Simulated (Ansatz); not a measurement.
One change: `C#C[SiH]([SiH3])Cl` becomes `O[SiH]([SiH3])Cl`.

Ansatz, PBE0-D4/def2-TZVP geometries, multiplicity 1. Each molecule was computed in one conformer, which needn't be the lowest.

```tsv
property	`C#C[SiH]([SiH3])Cl`
LUMO energy (B3LYP/def2-TZVPP) / eV	-1.17
size of the dipole moment (PBE/def2-TZVPP) / D	1.50
HOMO energy (ωB97M-V/def2-TZVPP) / eV	-10.04
HOMO–LUMO gap (PBE0/def2-TZVPP) / eV	6.98
HOMO–LUMO gap (B3LYP/def2-TZVPP) / eV	6.62
HOMO energy (B3LYP/def2-TZVPP) / eV	-7.78
```

Task: Give the same properties after the change, and the shifts. (An estimate is asked.)

Result: The calculation gave: 
| property | `O[SiH]([SiH3])Cl` | shift |
| --- | --- | --- |
| LUMO energy (B3LYP/def2-TZVPP) / eV | -0.56 | 0.61 |
| size of the dipole moment (PBE/def2-TZVPP) / D | 1.26 | -0.24 |
| HOMO energy (ωB97M-V/def2-TZVPP) / eV | -10.21 | -0.17 |
| HOMO–LUMO gap (PBE0/def2-TZVPP) / eV | 7.79 | 0.81 |
| HOMO–LUMO gap (B3LYP/def2-TZVPP) / eV | 7.38 | 0.76 |
| HOMO energy (B3LYP/def2-TZVPP) / eV | -7.94 | -0.16 |

With PBE0 the HOMO falls by 0.15 eV and the LUMO rises by 0.66 eV, so the gap widens by about 0.81 eV. PBE moves the HOMO by -0.08 eV and ωB97M-V by -0.17 eV. Dipoles are sizes alone; their direction can turn.

B3LYP here is the variant with VWN-RPA as its local correlation; programs differ in this.
